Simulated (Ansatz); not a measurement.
# Energy profile

The step: CH₅N ([CH3][NH2]) + SnH₄ → CH₇NSn ([CH3][NH][SnH3]) + H₂; bonds formed: Sn1–N7, H2–H6; bonds broken: Sn1–H2, H6–N7 (atoms numbered as in the saddle structure below).

Sn1  (-1.434, 0.527, -0.363)
H2  (-0.172, 1.783, 1.023)
H3  (-1.868, -0.934, -1.199)
H4  (-2.728, 0.894, 0.677)
H5  (-1.017, 1.655, -1.564)
H6  (0.274, 0.786, 1.062)
N7  (0.285, -0.379, 0.619)
C8  (1.422, -0.744, -0.216)
H9  (0.049, -1.118, 1.277)
H10  (1.751, 0.144, -0.765)
H11  (1.175, -1.523, -0.943)
H12  (2.262, -1.091, 0.390)
(Å)

Electronic energies by CCSD(T) at an estimated basis limit (MP2 extrapolated from triple and quadruple zeta, plus CCSD(T) − MP2 in triple zeta), on PBE0-D4/def2-TZVP structures; CH$_{9}$NSn, closed shell; no counterpoise correction. Ansatz 0.2.0; basis: def2-TZVPP and def2-QZVPP; cores frozen in the correlated methods. Filled d shells of the heavier atoms are correlated. Core potentials replace the inner electrons of the atoms past krypton. The def2 sets are not built for correlating such inner shells, so the correlated values are less sure here. Extrapolation: Hartree–Fock as exp(−7.88 √X), correlation as X^−2.97.

(1) Give the profile in eV, counted from the separated reactants. (Judge from chemistry; the value comes from the calculation.)

T1 diagnostic: at most 0.014.

Answers

(1) By the calculation:
```
                                                                                                                              point      eV
     separated: SnH$_{4}$ (Sn1, H2, H3, H4, H5; singlet) + CH$_{5}$N (linked as [CH3][NH2]; H6, N7, C8, H9, H10, H11, H12; singlet)   0.000
                                                                                                                    start structure  -0.201
                                                                                                                             saddle   1.698
                                                                                                                      end structure   0.232
separated: CH$_{7}$NSn (linked as [CH3][NH][SnH3]; Sn1, H3, H4, H5, N7, C8, H9, H10, H11, H12; singlet) + H$_{2}$ (H2, H6; singlet)   0.277
```

For scale, one of the runs: CCSD(T)/def2-TZVPP, 238 basis functions, launched by `ansatz run in.yaml --threads 4 --pin off --events-out ev --progress --plain --max-ram 9574MiB`. Time: 2.8 min of wall clock on 4 CPU threads of an Intel Xeon; the host was shared. Peak host memory: 5 GiB.
